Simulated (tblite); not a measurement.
C2H5N, charge -1, doublet, geometry from GFN2-xTB (a state made from the parent by changing its charge; the spin is typed, not shown lowest); GFN1-xTB (tblite).

The tblite input:
```
$ tblite run mol.xyz --method gfn1 --charge -1 --spin 1 --etemp 2000 --json tblite.json --no-restart

# file mol.xyz
8

C      1.06928149    -0.35955971     0.02087445
N     -0.05456767     0.36781163     0.45848150
C     -1.15607006     0.24273579    -0.36293770
H      1.58101274     0.06926463    -0.88808148
H      1.83344785    -0.37771953     0.81756318
H      0.86242092    -1.43185037    -0.25794743
H     -1.28456639    -0.70105407    -0.94261144
H     -2.08960997     0.56762135     0.11408616
```

The log (banner, timings and long lists left out):

```
xTB calculator
 | screened Coulomb repulsion
 | Coulomb electrostatics
 |  * isotropic Klopman-Ohno-Mataga-Nishimoto electrostatics
 |  * onsite third-order electrostatics
 | DFT-D3(BJ) dispersion correction

halogen bonding energy    0.0000000000000E+00 Eh
repulsion energy          1.0092652277277E-01 Eh
dispersion energy        -1.6447645914084E-03 Eh
number of electrons       1.9000000000000E+01 e
integral cutoff           1.9731147476801E+01 bohr

------------------------------------------------------------
  cycle        total energy    energy error   density error
------------------------------------------------------------
      1     -10.10850358793  -1.0207785E+01   6.1964086E-01
      2     -10.19311284258  -8.4609255E-02   3.5056399E-01
      3     -10.19571639594  -2.6035534E-03   1.2005095E-01
      4     -10.19625589630  -5.3950036E-04   1.0699163E-02
      5     -10.19637404905  -1.1815275E-04   2.1683615E-03
      6     -10.19637782276  -3.7737156E-06   5.1903654E-04
      7     -10.19637798557  -1.6280169E-07   2.6445651E-04
      8     -10.19637806120  -7.5637821E-08   2.7346145E-05
      9     -10.19637806182  -6.1214145E-10   9.5173658E-06
------------------------------------------------------------

electronic energy        -1.0295659819998E+01 Eh
total energy             -1.0196378061816E+01 Eh

Post processing:
 | Mayer-Wiberg bond orders

[Info] JSON dump of results written to 'tblite.json'
```
